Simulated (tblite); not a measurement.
Species: C2H11FO2Si3.
Atom-mapped SMILES: `[CH3:1][SiH2:2][O:3][SiH:4]([F:5])[O:6][SiH2:7][CH3:8]` (hydrogens: H9, H10, H11 on C1; H12, H13 on Si2; H14 on Si4; H15, H16 on Si7; H17, H18, H19 on C8)

A start from a force field or distance geometry was refined with GFN2-xTB geometry optimisation, gas phase in tblite. Values at the start:

```csv
coordinate,start
C1–Si2,1.860 Å
C1–H9,1.115 Å
Si2–O3,1.725 Å
Si2–H12,1.488 Å
Si2–H13,1.439 Å
O3–Si4,1.730 Å
Si4–F5,1.672 Å
Si4–H14,1.478 Å
C1–Si2–O3,109.1°
Si2–O3–Si4,111.3°
O3–Si4–F5,111.3°
O3–Si4–O6,108.6°
Si4–O6–Si7,120.9°
O6–Si7–C8,119.0°
```

Problem. How do these coordinates change at the GFN2-xTB level?

Solution. 
```
coordinate  GFN2-xTB (Å or °)  change
    O3–Si4              1.600  -0.130
    Si2–O3              1.632  -0.093
    Si4–F5              1.604  -0.068
   Si4–H14              1.438  -0.040
    C1–Si2              1.896  +0.036
     C1–H9              1.086  -0.029
   Si2–H13              1.464  +0.025
   Si2–H12              1.464  -0.024
Si2–O3–Si4              154.9   +43.6
Si4–O6–Si7              159.7   +38.8
 O6–Si7–C8              108.2   -10.8
 O3–Si4–F5              107.3    -4.0
 O3–Si4–O6              112.4    +3.8
 C1–Si2–O3              110.4    +1.3
```

The energy falls by 144.2 kJ/mol over 229 L-BFGS steps, the largest force on an atom goes from 2.93 to 0.010 eV/Å, and the atoms move by 1.075 Å rms after alignment. The bond that changes most is O3–Si4 (siloxane oxygen to fluorine-bound silicon), which shortens by 0.130 Å. Bonds longer at the end by more than 0.005 Å: 3 of 18; shorter: 14. Among the dihedrals that turn most is Si2–O3–Si4–F5, from -141° to 80°. Rotational constants go from 2273, 622.4, 518.6 to 1664, 701.3, 538.0 MHz.

Hardware: one thread of an Arm Neoverse N1, no GPU, shared host. Cost: 3.7 s of wall time.

GFN2-xTB frequencies show an imaginary mode (22i cm⁻¹), so the point is no minimum at that level.

These are computed values.
